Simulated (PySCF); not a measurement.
C2H9AlO3Si (SMILES C[SiH](C)[O][Al]([OH])[OH]), singlet, at a GFN2-xTB geometry (such geometries of metal compounds can be far from the true shape), atoms displaced at random by about 0.08 Å a coordinate; PBE/STO-3G, gradient (PySCF).

Input for PySCF:
```python
from pyscf import gto, scf, dft

mol = gto.M(
    atom='''
Si   -1.48137433   -0.38013032    0.80749330
C    -1.85841246   -2.17620059    0.11834484
C    -2.78963827    0.94963658   -0.13703318
O     0.08742433    0.13584912    0.33840263
Al    1.59110159    0.45140306   -0.35315297
O     2.87430270    0.93199145    0.65837315
O     1.69855374    0.35308096   -1.89003443
H    -1.52288929   -0.32690666    2.21457698
H    -1.71007295   -2.31914793   -0.90953005
H    -2.81088483   -2.58962962    0.48332943
H    -0.99945096   -2.91592804    0.68102075
H    -2.47736668    0.95066687   -1.15742308
H    -2.43746847    1.90345508    0.14443147
H    -3.80171658    0.56153164    0.00610163
H     3.00250212    0.93906791    1.60441531
H     2.32030377    0.53309151   -2.52495859
''',
    basis='sto-3g',
    verbose=4,
)

mf = dft.RKS(mol)
mf.xc = 'pbe'
mf.grids.level = 5
mf.kernel()
g = mf.nuc_grad_method()
g.grid_response = False
grad = g.kernel()
```

Task: Write the output that PySCF gives for this input, abridged.

Result: 
```
PySCF version 2.14.0

[INPUT] verbose = 4
[INPUT] num. atoms = 16
[INPUT] num. electrons = 72
[INPUT] charge = 0
[INPUT] spin (= nelec alpha-beta = 2S) = 0
[INPUT] symmetry False subgroup None
[INPUT] Mole.unit = angstrom
[INPUT] Symbol           X                Y                Z      unit          X                Y                Z       unit  Magmom
[INPUT]  1 Si    -1.481374330000  -0.380130320000   0.807493300000 AA   -2.799391771661  -0.718342196443   1.525941184421 Bohr   0.0
[INPUT]  2 C     -1.858412460000  -2.176200590000   0.118344840000 AA   -3.511890575879  -4.112423107217   0.223639335855 Bohr   0.0
[INPUT]  3 C     -2.789638270000   0.949636580000  -0.137033180000 AA   -5.271652316905   1.794553054069  -0.258955180178 Bohr   0.0
[INPUT]  4 O      0.087424330000   0.135849120000   0.338402630000 AA    0.165208040324   0.256717631063   0.639488290533 Bohr   0.0
[INPUT]  5 Al     1.591101590000   0.451403060000  -0.353152970000 AA    3.006746241460   0.853028155191  -0.667362393377 Bohr   0.0
[INPUT]  6 O      2.874302700000   0.931991450000   0.658373150000 AA    5.431644902098   1.761208590936   1.244144941267 Bohr   0.0
[INPUT]  7 O      1.698553740000   0.353080960000  -1.890034430000 AA    3.209801376456   0.667226314199  -3.571647438698 Bohr   0.0
[INPUT]  8 H     -1.522889290000  -0.326906660000   2.214576980000 AA   -2.877843676133  -0.617764055696   4.184943973966 Bohr   0.0
[INPUT]  9 H     -1.710072950000  -2.319147930000  -0.909530050000 AA   -3.231569528527  -4.382554430052  -1.718762696562 Bohr   0.0
[INPUT] 10 H     -2.810884830000  -2.589629620000   0.483329430000 AA   -5.311802496395  -4.893690745861   0.913360250642 Bohr   0.0
[INPUT] 11 H     -0.999450960000  -2.915928040000   0.681020750000 AA   -1.888688589334  -5.510305394540   1.286942702646 Bohr   0.0
[INPUT] 12 H     -2.477366680000   0.950666870000  -1.157423080000 AA   -4.681544535323   1.796500019997  -2.187212631451 Bohr   0.0
[INPUT] 13 H     -2.437468470000   1.903455080000   0.144431470000 AA   -4.606147845563   3.597008791612   0.272935922068 Bohr   0.0
[INPUT] 14 H     -3.801716580000   0.561531640000   0.006101630000 AA   -7.184203139418   1.061141009878   0.011530409613 Bohr   0.0
[INPUT] 15 H      3.002502120000   0.939067910000   1.604415310000 AA    5.673906695226   1.774581162268   3.031905525959 Bohr   0.0
[INPUT] 16 H      2.320303770000   0.533091510000  -2.524958590000 AA    4.384738651096   1.007396953231  -4.771480210968 Bohr   0.0

nuclear repulsion = 439.246099049932
number of shells = 34
number of NR pGTOs = 156
number of NR cGTOs = 52
basis = sto-3g
ecp = {}

******** <class 'pyscf.dft.rks.RKS'> ********
method = RKS
initial guess = minao
damping factor = 0
level_shift factor = 0
DIIS = <class 'pyscf.scf.diis.CDIIS'>
diis_start_cycle = 1
diis_space = 8
diis_damp = 0
SCF conv_tol = 1e-09
SCF conv_tol_grad = None
SCF max_cycles = 50
direct_scf = True
direct_scf_tol = 1e-13
XC library pyscf.dft.libxc version 7.1.2
    S. Lehtola, C. Steigemann, M. J. T. Oliveira, and M. A. L. Marques,  SoftwareX 7, 1–5 (2018)
XC functionals = pbe
    J. P. Perdew, K. Burke, and M. Ernzerhof,  Phys. Rev. Lett. 77, 3865 (1996)
    J. P. Perdew, K. Burke, and M. Ernzerhof,  Phys. Rev. Lett. 78, 1396 (1997)
    J. P. Perdew, K. Burke, and M. Ernzerhof,  Phys. Rev. Lett. 77, 3865 (1996)
    J. P. Perdew, K. Burke, and M. Ernzerhof,  Phys. Rev. Lett. 78, 1396 (1997)
radial grids:
    Treutler-Ahlrichs [JCP 102, 346 (1995); DOI:10.1063/1.469408] (M4) radial grids

becke partition: Becke, JCP 88, 2547 (1988); DOI:10.1063/1.454033
pruning grids: <function nwchem_prune>
grids dens level: 5
symmetrized grids: False
atomic radii adjust function: <function treutler_atomic_radii_adjust>
small_rho_cutoff = 0
Set gradient conv threshold to 3.16228e-05
Initial guess from minao.
tot grids = 513352
init E= -828.385609691266
  HOMO = -0.354526660325119  LUMO = -0.067430967331366  gap/eV = 7.81227
cycle= 1 E= -827.751134674682  delta_E= 0.634  |g|= 1.14  |ddm|= 4.86
  HOMO = 0.203722903184163  LUMO = 0.233207618273269  gap/eV = 0.80232
cycle= 2 E= -825.928950262887  delta_E= 1.82  |g|= 2.87  |ddm|= 5.28
  HOMO = -0.0171464980880607  LUMO = 0.169893501089023  gap/eV = 5.08962
cycle= 3 E= -828.098603351147  delta_E= -2.17  |g|= 0.641  |ddm|= 4.11
  HOMO = 0.00600151045234198  LUMO = 0.183425149314506  gap/eV = 4.82794
cycle= 4 E= -828.209312784836  delta_E= -0.111  |g|= 0.253  |ddm|= 1.21
  HOMO = -0.0274498547398729  LUMO = 0.175578417920798  gap/eV = 5.52468
cycle= 5 E= -828.228724431698  delta_E= -0.0194  |g|= 0.0608  |ddm|= 0.416
  HOMO = -0.0317868565034232  LUMO = 0.175680375460764  gap/eV = 5.64547
cycle= 6 E= -828.230061612701  delta_E= -0.00134  |g|= 0.019  |ddm|= 0.123
  HOMO = -0.0329125112401176  LUMO = 0.175154703420834  gap/eV = 5.66180
cycle= 7 E= -828.230174101817  delta_E= -0.000112  |g|= 0.00603  |ddm|= 0.0334
  HOMO = -0.0337891090533713  LUMO = 0.174771231614372  gap/eV = 5.67522
cycle= 8 E= -828.230186199019  delta_E= -1.21e-05  |g|= 0.00185  |ddm|= 0.0113
  HOMO = -0.033916209814401  LUMO = 0.174697586774434  gap/eV = 5.67667
cycle= 9 E= -828.230187386135  delta_E= -1.19e-06  |g|= 0.000421  |ddm|= 0.00341
  HOMO = -0.0339506633459239  LUMO = 0.174689175110425  gap/eV = 5.67738
cycle= 10 E= -828.230187452454  delta_E= -6.63e-08  |g|= 7.12e-05  |ddm|= 0.000768
  HOMO = -0.0339399084565241  LUMO = 0.17469660584524  gap/eV = 5.67729
cycle= 11 E= -828.230187454216  delta_E= -1.76e-09  |g|= 3.14e-05  |ddm|= 0.000154
  HOMO = -0.0339378749472783  LUMO = 0.174698080558154  gap/eV = 5.67727
cycle= 12 E= -828.230187454523  delta_E= -3.07e-10  |g|= 6.89e-06  |ddm|= 5.49e-05
  HOMO = -0.0339386945256939  LUMO = 0.174697044492501  gap/eV = 5.67727
Extra cycle  E= -828.230187454507  delta_E= 1.55e-11  |g|= 1.01e-05  |ddm|= 3.06e-05
converged SCF energy = -828.230187454507

******** <class 'pyscf.grad.rks.Gradients'> for <class 'pyscf.dft.rks.RKS'> ********
unit = Eh/Bohr
grid_response = False
--------------- RKS gradients ---------------
         x                y                z
0 Si    -0.0183778390    -0.0303931978     0.0951668169
1 C    -0.0639509092     0.0258657780    -0.1078196144
2 C    -0.0526744475     0.0743748878    -0.0296595570
3 O     0.0191731701     0.0093141902    -0.0101176000
4 Al     0.0236195595    -0.0022843980    -0.1369968141
5 O    -0.0028320509    -0.0037581312     0.0978159292
6 O     0.0891339856     0.0338612682     0.0113168319
7 H     0.0070703245     0.0014898353    -0.0292873109
8 H    -0.0005144371     0.0020013308     0.0475346972
9 H     0.0056094844    -0.0026059031     0.0062462761
10 H     0.0517216120    -0.0436115973     0.0364296949
11 H     0.0023793700     0.0155914966     0.0337499992
12 H     0.0144762407    -0.0407816407    -0.0303080652
13 H     0.0077681460    -0.0185078870    -0.0022022386
14 H     0.0127191667     0.0073251448    -0.0682226702
15 H    -0.0953277677    -0.0278374137     0.0863533348
----------------------------------------------
```
